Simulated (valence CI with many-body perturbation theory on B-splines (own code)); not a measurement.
Values are calculated unless marked as measured or tabulated.
Zn XVII: what the settings do

Level of theory: configuration interaction combined with many-body perturbation theory (CI+MBPT): four valence electrons over a frozen Dirac-Fock core [Ne], a basis of 6 s, 6 p, 5 d, 3 f, 1 g functions for each j, with the one-electron correlation potential Σ1, the two-electron term Σ2, the three-electron term Σ3, Breit, model QED; selected CI, second order for the rest, scaled by the run's own slope (own B-spline code, finite nucleus).

No measured spectrum was set against this ion. As an estimate, levels of excited configurations hold to 0.05 to 0.15 % of their energy, terms of the ground configuration to about 0.5 %.

The reference run has the lowest level 3s2 3p2 3P_0 and an ionisation energy of 576.998 eV. Its largest variational space holds 9993 state functions.

Names give the largest LS component (configuration and term), which can be under half, so a name can repeat, a term be missing and a line seem to break the LS rules; names also repeat where a configuration has a term twice.

Changed runs:
A. scale of Σ2 1 → 1.2
B. hole-hole ladder in Σ2 on → off
C. scale of Σ1 1 → 0; scale of Σ2 1 → 0; three-electron term on → off
D. start configuration 3s2 3p2 → 3s2 3p3 (bad on purpose)

Excitation energies of the reference run in cm⁻¹, and shifts in cm⁻¹:

| Level | Reference | A | B | C |
| --- | --- | --- | --- | --- |
| 3s2 3p2 3P_1 | 22930 | +20 | -8.1 | -242 |
| 3s2 3p2 3P_2 | 38885 | +11 | -0.6 | -207 |
| 3s2 3p2 1D_2 | 82831 | -15 | +20 | -115 |
| 3s2 3p2 1S_0 | 137272 | -87 | +62 | +431 |
| 3s 3p3 5S°_2 | 298984 | +303 | -71 | -1128 |
| 3s 3p3 3D°_1 | 387565 | +86 | +18 | +15 |
| 3s 3p3 3D°_2 | 388326 | +93 | +18 | -27 |
| 3s 3p3 3D°_3 | 396795 | +107 | +14 | -164 |
| 3s 3p3 3P°_0 | 444885 | -20 | +45 | +629 |
| 3s 3p3 3P°_1 | 447379 | -21 | +42 | +602 |
| 3s 3p3 3P°_2 | 448987 | -16 | +35 | +531 |
| 3s 3p3 1D°_2 | 489564 | -117 | +12 | +911 |
| Ionisation energy (eV) | 576.998 | -0.027 | -0.019 | -0.457 |

Run D: It gave no result: the electrons of core and valence do not add up to the charge. The program said: "core and valence hold 15 electrons, the ion has 14".
